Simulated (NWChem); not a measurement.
System: C4H2F2O; SMILES Fc1coc(F)c1

```xyz
9

F      0.4334     2.3959     0.0000
C      0.0931     1.1222     0.0000
C     -1.1727     0.6246     0.0000
O     -1.0914    -0.7398     0.0000
C      0.1949    -1.0570     0.0000
F      0.4546    -2.3336     0.0000
C      1.0134     0.0277     0.0000
H     -2.1619     1.0684     0.0000
H      2.0986     0.0522     0.0000
```
Atoms are numbered in this order, from 1.

Level: PBE0/def2-SVP (NWChem), optimised geometry, unscaled harmonic frequencies. 

```csv
frequency (cm⁻¹),IR intensity (km/mol)
226,0.3
347,1.8
404,0.1
513,1.4
596,4.2
621,21.2
671,0.2
724,15.0
752,15.8
786,60.0
980,44.8
1044,3.5
1163,38.8
1193,4.2
1262,54.2
1415,40.7
1505,169.2
1678,15.9
1735,301.1
3315,9.0
3335,9.8
```

```
Quantity                                                                            Value
-----------------------------------------------------------------------  ----------------
zero-point energy                                                           34.7 kcal/mol
thermal correction to the enthalpy at 298.15 K (with zero-point energy)     38.5 kcal/mol
heat capacity Cv                                                         18.7 cal/(mol K)
entropy at 298.15 K and 1 atm (symmetry number 1)                        73.8 cal/(mol K)
dipole moment                                                                      0.16 D
```

Rigid rotor and harmonic oscillator.
